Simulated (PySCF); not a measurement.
PySCF 2.14 output of an unrestricted BHandHLYP calculation on a single atom or ion in aug-cc-pVDZ-DK (7s6p4d2f, 59 functions), with scalar relativity by spin-free X2C-1e:

```
SCF conv_tol = 1e-09
number electrons alpha = 16  beta = 13
    A. D. Becke.,  J. Chem. Phys. 98, 1372 (1993)
    Defined through Gaussian implementation.
cycle= 1 E= -1654.44631297361  delta_E= -0.006  |g|= 0.0652  |ddm|= 0.284
cycle= 2 E= -1654.44586447188  delta_E= 0.000449  |g|= 0.087  |ddm|= 0.171
cycle= 3 E= -1654.44703699009  delta_E= -0.00117  |g|= 0.00226  |ddm|= 0.0677
cycle= 4 E= -1654.44704116694  delta_E= -4.18e-06  |g|= 0.000298  |ddm|= 0.0452
cycle= 5 E= -1654.44704141471  delta_E= -2.48e-07  |g|= 6.51e-05  |ddm|= 0.0145
cycle= 6 E= -1654.4470414299  delta_E= -1.52e-08  |g|= 1.41e-05  |ddm|= 0.00339
cycle= 7 E= -1654.44704143061  delta_E= -7.11e-10  |g|= 3.32e-06  |ddm|= 0.00014
converged SCF energy = -1654.44704143061  <S^2> = 3.7503706  2S+1 = 4.0001853
```

The run itself started from symmetry-adapted Hartree-Fock orbitals and held the occupation by maximum overlap, on a logarithmic radial grid, so the iterations belong to that start.

Q: Which element, charge and spin multiplicity is this?

A: Cu (copper, neutral), multiplicity 4; the state was [Ar] 3d9 4s1 5s1, high-spin 4D determinant (an excited configuration).

The outer electron is Rydberg-like, and this basis confines it to a smaller radius and binds it less than a complete one would.
